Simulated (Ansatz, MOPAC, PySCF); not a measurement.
Pair of molecules: HF (SMILES F) (first 2 atoms) with C4H6 (SMILES C=CC=C); geometry from B3LYP-D3(BJ)/def2-TZVP, rigid monomers moved along the line of their centres of mass till H2···C3 is 2.01 Å.
(charge 0, multiplicity 1):
```xyz
12

F      0.5360     0.0197     0.2479
H      0.6546     0.2495     1.1478
C      1.1373     1.3046     2.7860
C      0.6899     0.1127     3.1996
C     -0.7026    -0.1892     3.4802
C     -1.1304    -1.3834     3.8898
H      0.4631     2.1415     2.6451
H      2.1882     1.4831     2.6028
H      1.3969    -0.7000     3.3418
H     -1.4133     0.6196     3.3393
H     -2.1758    -1.5737     4.0905
H     -0.4437    -2.2092     4.0340
```

Counterpoise-corrected where a basis set is named; no monomer relaxation. Rows marked so take none.

Rows in 3-21G, 6-31G* carry no dispersion term and start afresh at each structure (6-31G* with six Cartesian d functions). The state that AM1, PM6 reach isn't checked.

Run with Ansatz (Gaussian orbitals); MOPAC for AM1, PM6 (differences of heats of formation); PySCF for 3-21G rows, 6-31G* rows, the dispersion terms. Values without a source in brackets are computed.

```tsv
level	interaction energy (kcal/mol)
AM1	3.72
PM6	1.61
HF/aug-cc-pVDZ	-0.70
PBE-D3(BJ)/def2-TZVPPD	-5.29
B3LYP/3-21G (no counterpoise)	-4.86
B3LYP/6-31G*	-2.20
B3LYP-D3(BJ)/def2-TZVPPD	-4.61
PBE0-D3(BJ)/def2-TZVPPD	-5.15
wB97X-V/def2-TZVPPD	?
```

Problem. Fill in the missing entries.

Solution. 
- wB97X-V/def2-TZVPPD, interaction energy (kcal/mol): -4.42

Ansatz is an electronic-structure program.
